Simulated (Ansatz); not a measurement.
Species: C₄H₇Cl₂, net charge 0, doublet state. It need not be the lowest isomer of its formula. 
Structure (B3LYP-D3(BJ)/def2-TZVP (Ansatz, a first-principles code) minimum search):
SMILES: [CH](CCl)[C@@H](Cl)C
```xyz
13

C     -2.1989     0.7967     0.2529
C     -0.9693    -0.0099    -0.0990
C      0.1692     0.1601     0.8068
C      1.5374    -0.0979     0.3666
Cl     2.1966     1.3899    -0.5417
Cl    -1.4249    -1.8362    -0.0756
H     -1.9619     1.8605     0.1745
H     -3.0208     0.5711    -0.4243
H     -2.5208     0.5866     1.2732
H     -0.6744     0.1380    -1.1360
H     -0.0132     0.4984     1.8188
H      1.6066    -0.9053    -0.3578
H      2.2353    -0.2553     1.1815
```
Charge 0, spin multiplicity 2.

Dipole moments at this geometry, in debye (magnitudes).

| level | program | dipole (D) |
|---|---|---|
| PBE/def2-TZVPD | Ansatz | 1.32 |
| BLYP/def2-TZVPD | Ansatz | 1.32 |
| revPBE/def2-TZVPD | Ansatz | 1.33 |
| BHLYP/def2-TZVPD | Ansatz | 1.42 |
| r2SCAN0/def2-TZVPD | Ansatz | 1.42 |
| HSE06/def2-TZVPD | Ansatz | 1.38 |
| CAM-B3LYP/def2-TZVPD | Ansatz | 1.38 |
| wB97M-V/def2-TZVPD | Ansatz | … |
| CCSD(T)/aug-cc-pV(D+d)Z | Ansatz | … |

Question: Some entries are withheld; supply them.

Answer: 
- wB97M-V/def2-TZVPD, dipole (D): 1.36
- CCSD(T)/aug-cc-pV(D+d)Z, dipole (D): 1.31
